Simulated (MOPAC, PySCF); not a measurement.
C$_{2}$H$_{4}$SSi, SMILES `C=[SiH]C=S` (C–Si–C–S torsion 0°), neutral singlet in the gas phase. 

Cartesian coordinates (Å):
```xyz
8

C     -1.4777     0.0789    -0.5365
Si    -0.2048    -0.3351     0.5186
C      1.5581     0.1329     0.1949
S      2.0549     0.9663    -1.0976
H     -2.5052    -0.2010    -0.3364
H     -1.3024     0.6388    -1.4477
H     -0.4213    -1.0986     1.7680
H      2.2985    -0.1822     0.9365
```
Charge 0, multiplicity 1.

All levels are single points at this geometry (PBE0-D3(BJ)/def2-TZVP); Pople sets use spherical d functions. Orbital energies aren't observables, and empty levels follow the basis.

PBE0-D3(BJ)/def2-TZVP in PySCF gives gap (eV) = 3.31.

Q: Estimate the gap (eV) from each of these levels: B3LYP/3-21G in PySCF; M06-2X/6-31G* in PySCF; PBE/6-31G* in PySCF; PM6 in MOPAC; PM7 in MOPAC.

A: 
| level | gap (eV) |
|---|---|
| B3LYP/3-21G in PySCF | 3.09 |
| M06-2X/6-31G* in PySCF | 5.35 |
| PBE/6-31G* in PySCF | 1.36 |
| PM6 in MOPAC | 6.33 |
| PM7 in MOPAC | 6.81 |
